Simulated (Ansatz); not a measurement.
Cost and result for the atomization energy of `[CH3][SnH2][B](N)F` (12 atoms, 11 bonds).

```xyz
12

C    -2.162    0.461    0.454
Sn   -0.196   -0.268    0.911
B     1.340    0.374   -0.625
N     2.151   -0.533   -1.297
F     1.479    1.676   -0.917
H    -2.499    0.057   -0.501
H    -2.863    0.162    1.232
H    -2.145    1.549    0.390
H    -0.263   -1.985    0.990
H     0.217    0.277    2.483
H     2.834   -0.247   -1.981
H     2.109   -1.524   -1.138
```

Total charge 0; spin multiplicity 1. Correlated methods include outer-core shells of Sn, which these sets cover unevenly. Sn takes the def2 core potential. All single points use the PBE0-D4/def2-TZVP geometry. It is one conformer, not always the lowest. Program: Ansatz. All runs use 4 threads of an AMD EPYC 7571 on a shared host. Times are those of one run each, without the atoms' runs, and a repeat can differ threefold. Electronic energies, without spin–orbit coupling; frozen cores. CCSD(T)/CBS adds CCSD(T) − MP2 in def2-TZVPP to the MP2 limit, and its time is that of the two runs behind it. T1 = 0.013. With those shells the extrapolation isn't a true limit. B3LYP takes the VWN-RPA correlation (the form of Gaussian; ORCA's B3LYP/G).

CCSD(T)/CBS is a level of theory with its own doubt, some kJ/mol a heavy atom from the limit and from the frozen cores, so smaller differences don't rank the functionals.

```tsv
level	functions	wall time	atomization (kcal/mol)	difference from CCSD(T)/CBS	per bond
PBE-D4/def2-TZVPP (with forces)	272	7 s	1021.4	13.0	1.2
PBE0-D4/def2-TZVPP	272	8.5 s	1005.0	-3.4	-0.3
r2SCAN-D4/def2-TZVPP (with forces)	272	13 s	1006.5	-1.9	-0.2
B3LYP-D4/def2-TZVPP (with forces)	272	14 s	1007.1	-1.3	-0.1
B2PLYP/def2-TZVPP	272	16 s	995.7	-12.7	-1.2
ωB97X-V/def2-TZVPP	272	21 s	1010.9	2.5	0.2
ωB97M-V/def2-TZVPP (with forces)	272	28 s	1009.5	1.1	0.1
MP2/def2-QZVPP	520	60 s	1006.6	-1.8	-0.2
CCSD(T)/def2-TZVPP	272	14 min	982.9	-25.5	-2.3
CCSD(T)/CBS(def2)	–	15 min	1008.4	0.0	0.0
```

From PBE to PBE0 (25 % exact exchange), in def2-TZVPP and without D4, the atomization energy moves by −15.6 kcal/mol: exact exchange takes away binding that semilocal exchange gives to molecules. In def2-TZVPP, CCSD(T) changes the Hartree–Fock value by +247.9 kcal/mol (the triples alone add +13.9 kcal/mol) and MP2 by +256.5 kcal/mol; breaking electron pairs costs correlation energy, which Hartree–Fock lacks. The D4 term adds +8.5 kcal/mol with B3LYP and +4.5 kcal/mol with PBE0; it sums over pairs of atoms, weighted by their polarisabilities, and B3LYP, whose exchange is more repulsive, gets the larger term.

Spin–orbit coupling would lower the free Sn atoms strongly, and the atomization energy with them, by more than many differences here. For some Ge, Se and Sn compounds the MP2-based and the directly extrapolated limit differ by 10 to 25 kJ/mol.
